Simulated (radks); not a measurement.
The table gives one normalised radial function P(r) = r R(r) of Cu+ in [Ar] 3d9 7d1 (r in bohr). Method: non-relativistic Kohn-Sham, LDA (Slater exchange, Perdew-Wang correlation), spin-polarised, spherical densities, point nucleus; open shells are filled with parallel spins first; computed with a radial shooting solver on a logarithmic mesh with Libxc functionals.

| r | P |
|---|---|
| 0.005649 | 0.0079 |
| 0.009426 | 0.0208 |
| 0.0156 | 0.0520 |
| 0.02604 | 0.1246 |
| 0.0431 | 0.2670 |
| 0.07191 | 0.4888 |
| 0.119 | 0.6550 |
| 0.1986 | 0.4122 |
| 0.3288 | -0.4415 |
| 0.5487 | -1.2061 |
| 0.9082 | -0.9686 |
| 1.515 | -0.3132 |
| 2.529 | -0.0319 |
| 4.186 | -0.0006 |
| 6.985 | 0.0000 |
| 11.56 | 0.0000 |
| 19.29 | 0.0000 |
| 31.94 | 0.0000 |
| 53.29 | 0.0000 |

Which n and l does it have? It may be an empty orbital.

Answer. n = 3, l = 1: the number of nodes gives n - l - 1 = 1, the rise at small r (about r^(l+1)) gives l, and the extent must fit the shell. The curve is that of 3p down; the table hardly tells the two spins apart. 3p down: eigenvalue -94.454 eV, 1 radial node at r = 0.262 bohr, <r> = 0.751 bohr, 90 % of the charge inside 1.16 bohr.
